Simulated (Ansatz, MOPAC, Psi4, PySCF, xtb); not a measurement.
Pair of molecules: C2H6 (SMILES CC) (first 8 atoms) with C3H6 (SMILES C=CC); geometry from B3LYP-D3(BJ)/def2-TZVP, rigid monomers moved along the line of their centres of mass till H4···C10 is 4.06 Å.
(charge 0, multiplicity 1):
```xyz
17

C      0.4768    -0.5425     0.4855
C     -0.5338     0.5985     0.5413
H      0.2421    -1.2415    -0.3199
H      0.4822    -1.1043     1.4206
H      1.4886    -0.1697     0.3124
H     -0.5574     1.1564    -0.3971
H     -0.2915     1.3023     1.3393
H     -1.5411     0.2241     0.7320
C     -1.2779    -0.3831     5.3044
C      0.0414    -0.4794     5.4033
C      1.0023     0.6550     5.2448
H     -1.7625     0.5639     5.0945
H     -1.9212    -1.2450     5.4263
H      0.4815    -1.4514     5.6114
H      1.6898     0.4713     4.4141
H      0.4823     1.5951     5.0567
H      1.6173     0.7765     6.1410
```

Counterpoise-corrected where a basis set is named; no monomer relaxation. Rows marked so take none.

Correlated levels freeze the cores. Rows in 6-31G*, STO-3G carry no dispersion term and start afresh at each structure (6-31G* with six Cartesian d functions). The state that PM3 reach isn't checked.

Run with Ansatz (Gaussian orbitals); MOPAC for PM3 (differences of heats of formation); Psi4 for SAPT; PySCF for 6-31G* rows, STO-3G rows, the dispersion terms; xtb for the GFN methods. Each number belongs to the level named beside it.

```tsv
level	interaction energy (kJ/mol)
PM3	-0.4
GFN2-xTB	-2.4
HF/STO-3G (no counterpoise)	0.0
r2SCAN/def2-TZVPPD	-0.9
PBE0-D3(BJ)/def2-TZVPPD	[?]
M06-2X/6-31G* (no counterpoise)	-2.1
wB97M-V/def2-TZVPPD	-2.4
SCS-MP2/aug-cc-pVDZ	-1.9
SAPT0/jun-cc-pV(D+d)Z	-1.8
```

Problem. Fill in the missing entries.

Solution. 
- PBE0-D3(BJ)/def2-TZVPPD, interaction energy (kJ/mol): -3.0

Ansatz is a quantum-chemistry and plane-wave program.
